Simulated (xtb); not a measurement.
CH₃Cl₂Si, SMILES C[Si](Cl)Cl (connectivity only; charge and spin as stated), charge +1, multiplicity 1. All values are semi-empirical tight-binding results from xtb (GFN2-xTB unless named), good for trends rather than for accurate numbers. The structure is a stationary point at GFN2-xTB. The multiplicity is an assumed one; other spin states were not compared. The isomer is the one that the SMILES or the coordinates give; other isomers of the formula were not compared.

Optimised geometry:

```xyz
7

C     -2.0742    -0.5220    -0.0155
Si    -0.2532    -0.0680    -0.0034
Cl     1.1082    -1.4622     0.0177
Cl     0.2683     1.8102    -0.0069
H     -2.5636    -0.2363     0.9189
H     -2.2324    -1.5937    -0.1502
H     -2.6137    -0.0033    -0.8116
```
Charge +1, spin multiplicity 1.

The geometry has at least one imaginary mode, so it is a saddle point at that level.

```
Property                                         Value
--------------------------------------  --------------
orbital gap                                    4.52 eV
static polarisability (D4 model)            71.5 bohr³
solvation energy, GFN2-xTB/ALPB(water)  -52.7 kcal/mol
solvation energy, GFN2-xTB/ALPB(thf)    -46.8 kcal/mol
```

Give the atomic charges and the Wiberg bond orders between heavy atoms. (Estimate from the structure and the level; the computed values follow.)

charges (e) C1 -0.21, Si2 0.55, Cl3 0.10, Cl4 0.10, H5 0.15, H6 0.15, H7 0.15. Bond orders C1–Si2 1.03, Si2–Cl3 1.49, Si2–Cl4 1.49.
